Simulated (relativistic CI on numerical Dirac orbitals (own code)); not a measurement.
**d1 to d9 in one octahedral field**

Computed with a parametric ligand-field model without spin-orbit coupling, by exact diagonalisation: B = 480, C = 2180, 10Dq = 31300 cm⁻¹ (Oh; |10Dq|/B = 65.2) for every shell. Energies in cm⁻¹; the field energy is (0.6 n_e − 0.4 n_t2) × 10Dq of the ground term; g labels are left out. So small a B with so large a field is typical of 4d and 5d ions, where spin-orbit coupling, left out here, reaches 1,000 to 4,000 cm⁻¹.

| Shell | Ground term | Electrons in e | Field energy | First spin-allowed bands | Lowest term of other spin |
| --- | --- | --- | --- | --- | --- |
| d1 | 2T2 | 0.000 | -12520 | 2E 31300 |  |
| d2 | 3T1 | 0.006 | -24839 | 3T2 30091, 3T1 36083 | 1T2 7382 |
| d3 | 4A2 | 0.000 | -37560 | 4T2 31300, 4T1 36756 | 2E 10412 |
| d4 | 3T1 | 0.011 | -49733 | 3E 29134, 3T1 29685 | 1T2 6516 |
| d5 | 2T2 | 0.021 | -61930 | 2A2 28404, 2T1 28571 | 4T1 20875 |
| d6 | 1A1 | 0.017 | -74582 | 1T1 29624, 1T2 36635 | 3T1 25071 |
| d7 | 2E | 1.011 | -55995 | 2T1 29509, 2T2 30083 | 4T1 20851 |
| d8 | 3A2 | 2.000 | -37560 | 3T2 31300, 3T1 36756 | 1E 8156 |
| d9 | 2E | 3.000 | -18780 | 2T2 31300 |  |

Low spin: d4, d5, d6, d7; the other shells keep the spin of the free ion. Only d4 to d7 can choose; the field needed to pair spins is smallest for d6 and largest for d5, which loses most exchange energy. In the strong-field picture 10Dq must exceed about 6B + 5C = 13780 (d4), 7.5B + 5C = 14500 (d5), 2.5B + 4C = 9920 (d6) and 4B + 4C = 10640 (d7); mixing of terms shifts these bounds somewhat.
